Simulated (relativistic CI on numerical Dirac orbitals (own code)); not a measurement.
## Co+ in a cubic cluster: 3s photoemission with charge transfer

Computed with a charge-transfer multiplet model of a cubic metal-ligand cluster with up to 2 ligand holes, Slater and spin-orbit integrals from Dirac-Coulomb-Breit ions, Slater integrals scaled by 0.7. The ground state mixes d8 with configurations of k ligand holes L, whose averages lie at kΔ + k(k − 1)U_dd/2; a core hole lowers each added d electron by U_cd. 20 K, Lorentzian 1.4 eV and Gaussian 0.8 eV FWHM.

Atomic integrals in eV (Slater integrals scaled, ζ unscaled), ground: F2dd 7.249, F4dd 4.465, zeta_d 0.056; with the core hole: F2dd 8.192, F4dd 5.089, zeta_d 0.065, G2cd 8.528.

Cluster parameters (eV): Δ = 8, U_dd = 5.8, U_cd = 7.1, 10Dq(ligand) = 0.5, V(eg) = 1.2, V(t2g) = -0.57, final-state hopping factor = 1.

```tsv
Case	n_d	d8	d9L	d10L2	S
10Dq = 0.1 eV	8.03	0.97	0.03	0.00	1.00
10Dq = 0.4 eV	8.03	0.97	0.03	0.00	1.00
10Dq = 0.7 eV	8.03	0.97	0.03	0.00	1.00
10Dq = 1 eV	8.03	0.97	0.03	0.00	1.00
10Dq = 1.3 eV	8.03	0.97	0.03	0.00	1.00
```

Weights, n_d and S are thermal averages at 20 K. Binding energies count from the first peak over 30 % of the highest in each spectrum, which can be another peak from case to case. The parameters are a model scan and need not match a compound or its usual spin state. Peaks in eV (height, largest 100):
- 10Dq = 0.1 eV: 0.0 (100), 5.0 (36), 7.5 (19)
- 10Dq = 0.4 eV: 0.0 (100), 5.1 (36), 7.6 (18)
- 10Dq = 0.7 eV: 0.0 (100), 5.1 (36), 7.7 (16)
- 10Dq = 1 eV: 0.0 (100), 5.1 (36), 7.7 (15)
- 10Dq = 1.3 eV: 0.0 (100), 5.2 (36), 7.8 (14)

For the case 10Dq = 0.4 eV, Δ = 8 eV is larger than U_dd = 5.8 eV, the Mott-Hubbard side of the Zaanen-Sawatzky-Allen scheme. With the core hole the average of the configuration with one ligand hole lies at Δ − U_cd = 0.9 eV before mixing: the effective hopping of about 1.7 eV (from the holes of the mixed ground state) is comparable with this gap or larger, so the configurations mix strongly.

Without intra-shell correlation the exchange splitting of the 3s hole comes out too large.
